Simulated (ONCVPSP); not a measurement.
## aluminium (Al): excitation energies, all-electron against ONCV

Al (Z = 13), optimised norm-conserving Vanderbilt (ONCV), made with ONCVPSP 4.0.1 (PBEsol, scalar-relativistic). Core [He], reference 2s2 2p6 3s1 (charge +2). Waves: 2s+3s: rc 1.10 bohr, ncon 5, nbas 8, qcut 13.7 1/bohr, 2 projectors; 2p: rc 0.95 bohr, ncon 3, nbas 7, qcut 18.3 1/bohr, 2 projectors, debl 2.1 Ha; d scattering state at 0.24 Ha: rc 1.05 bohr, ncon 3, nbas 7, qcut 10.1 1/bohr, 2 projectors, debl 1.9 Ha. Local part: polynomial inside 0.80 bohr (lpopt 4, dvloc0 0 Ha). Core correction: Teter function, fcfact 1.5, rcfact 1.45.

In the p channel the program set the typed energies aside and used -3.313, 0.250 Ha.

Energies are relative to the spin-unpolarised reference configuration 2s2 2p6 3s1; without spin polarisation the order of configurations can differ from experiment.

(1) Give the all-electron excitation energy and the error of the potential for: 2s2 2p6 3s2 3p1; 2s2 2p6 3s2; 2s2 2p6 3s0; 2s2 2p6 3s0 3p3.

Levels in the configuration 2s2 2p6 3s2:

```
level  all-electron (eV)  pseudo (eV)
   2s           -116.182     -116.165
   2p            -77.885      -77.880
   3s            -14.774      -14.774
```

## Answers

(1)

| valence configuration | charge | ΔE all-electron (eV) | error AE − PS (meV) |
| --- | --- | --- | --- |
| 2s2 2p6 3s2 3p1 | 0 | -24.907 | +0.2 |
| 2s2 2p6 3s2 | +1 | -19.171 | -0.2 |
| 2s2 2p6 3s0 | +3 | 28.161 | -1.4 |
| 2s2 2p6 3s0 3p3 | 0 | -14.501 | +2.4 |
